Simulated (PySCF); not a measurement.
A GIAO shielding run with PySCF 2.14.0 with density-fitted response routines (density fitting, non-relativistic, gas phase) on `InChI=1S/C7H9ClSi/c1-6-7(5-9-6)3-2-4-8/h5-6H,4,9H2,1H3/t6-/m0/s1`:

```
$ OMP_NUM_THREADS=1 python probes_run.py task.json out

{"job": {"kind": "nmr", "xc": "PBE0", "basis": "pcSseg-1"}, "charge": 0, "multiplicity": 1}
C     -1.197488     1.145526    -1.205380
C     -1.110190    -0.324654    -0.825459
Si    -2.628252    -1.149122     0.053376
C     -1.208276    -1.166249     1.290694
C     -0.333776    -0.570602     0.455804
C      1.004757    -0.212037     0.645166
C      2.161237     0.098317     0.797366
C      3.534659     0.495638     0.925689
Cl     4.067690     1.414305    -0.539411
H     -0.206789     1.549331    -1.414119
H     -1.634729     1.723059    -0.392808
H     -1.815383     1.275041    -2.091973
H     -0.677570    -0.880784    -1.661061
H     -3.751568    -0.254829     0.324932
H     -3.073884    -2.429940    -0.491977
H     -1.010072    -1.494922     2.298663
H      3.678273     1.159964     1.779865
H      4.192603    -0.371726     1.005652
```

Hardware: 1 thread of an Arm Neoverse N1, shared host. The job also computes population analyses, field gradients, ring-centre shieldings.

Question: How large is the calculation?

Answer: 82 electrons, 212 basis functions and 1141 auxiliary functions.

Question: How long does it take, and how much memory does it need?

Answer: 77 s of wall time, with 15 SCF cycles and 5 response iterations; peak memory 0.87 GiB. Times on a shared host scatter by some tens of per cent.
